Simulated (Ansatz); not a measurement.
One change: `S=[CH][SbH2]` becomes `[SiH3]C=S`.

Ansatz, PBE0-D4/def2-TZVP geometries, multiplicity 1. 

Elements past krypton have def2 core potentials.

```tsv
property	`S=[CH][SbH2]`
LUMO energy (PBE/def2-TZVPP) / eV	-3.48
ideal-gas entropy at 298 K and 1 bar (rigid rotor, harmonic PBE0-D4/def2-TZVP) / J/(mol·K)	316
size of the dipole moment (B3LYP/def2-TZVPP) / D	1.79
HOMO–LUMO gap (PBE0/def2-TZVPP) / eV	3.72
HOMO–LUMO gap (ωB97M-V/def2-TZVPP) / eV	7.97
LUMO energy (B3LYP/def2-TZVPP) / eV	-2.75
```

**Question.** What does the change do to each property? (An estimate is asked.)

**Answer.** The calculation gave: 
```
                                                                                  property  `[SiH3]C=S`  shift
                                                         LUMO energy (PBE/def2-TZVPP) / eV        -3.73  -0.25
ideal-gas entropy at 298 K and 1 bar (rigid rotor, harmonic PBE0-D4/def2-TZVP) / J/(mol·K)          298    -18
                                          size of the dipole moment (B3LYP/def2-TZVPP) / D         1.50  -0.29
                                                      HOMO–LUMO gap (PBE0/def2-TZVPP) / eV         3.68  -0.04
                                                   HOMO–LUMO gap (ωB97M-V/def2-TZVPP) / eV         8.06   0.09
                                                       LUMO energy (B3LYP/def2-TZVPP) / eV        -2.98  -0.23
```

The zero-point energy changes by 29.8 kJ/mol with +3 modes. Dipoles are sizes alone; their direction can turn.

B3LYP here is the variant with VWN-RPA as its local correlation; programs differ in this.

Spin–orbit coupling is left out; it splits and shifts lone-pair levels of the heavy atoms by tenths of an eV.
